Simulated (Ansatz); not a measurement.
Z-matrix (Å, degrees):
```
Si
Ge 1 2.383
N 1 1.721 2 110.6
H 1 1.488 2 108.4 3 -117.1
H 1 1.493 2 106.8 3 127.2
S 2 2.238 1 108.1 3 178.8
H 2 1.540 1 113.4 3 -67.3
H 2 1.542 1 113.5 3 56.9
H 3 1.007 1 119.7 2 -155.0
H 3 1.007 1 120.6 2 60.3
H 6 1.343 2 94.6 1 -55.6
```

Charge 0, multiplicity 1.

Problem. List the CAM-B3LYP/def2-TZVPP orbital energies in eV (Ansatz). (Estimate.)

Solution. The calculation gave: Occupied: -10852.21, -2419.50, -1801.28, -1356.47, -1207.43, -1207.41, -1207.40, -391.22, -217.53, -171.26, -162.11, -162.04, -161.90, -145.80, -121.60, -121.53, -121.50, -101.14, -101.13, -101.11, -35.17, -35.13, -35.09, -35.04, -35.03, -25.58, -21.82, -17.53, -16.02, -15.50, -13.01, -12.66, -11.56, -10.91, -10.49, -9.92, -8.95, -8.18. Lowest empty: 0.41, 1.22, 1.79, 1.90, 2.23, 2.55, 2.91, 3.18.
